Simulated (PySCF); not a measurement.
# Co³⁺ (cobalt, charge +3) across methods

[Ar] 3d6, high-spin 5D determinant. All numbers are calculated (PySCF 2.14, the non-relativistic Hamiltonian (point nucleus), in aug-cc-pwCVTZ (10s9p7d4f3g, 127 functions)).

```csv
method,E (hartree),mean ε 3p β (eV),mean ε 3d α (eV),mean ε 3d β (eV),Σ⟨r²⟩ (bohr²),⟨S²⟩
LDA,-1377.951,-100.25,-47.461,-43.055,13.14,6.001
PBE0,-1380.365,-103.76,-50.289,-45.750,13.03,6.001
PBE,-1380.307,-100.09,-47.211,-43.124,13.12,6.001
BP86,-1380.747,-100.22,-47.213,-43.297,13.09,6.001
r2SCAN,-1380.561,-101.05,-47.751,-43.258,13.01,6.001
M06,-1380.527,-103.96,-50.264,-44.890,13.00,6.003
UHF,-1379.45514,-113.18,-58.660,-52.452,12.87,6.003
```

Q: Estimate the same row for M06-L.

A: E (hartree) = -1380.555; mean ε 3p β (eV) = -100.77; mean ε 3d α (eV) = -47.459; mean ε 3d β (eV) = -42.564; Σ⟨r²⟩ (bohr²) = 12.90; ⟨S²⟩ = 6.003.
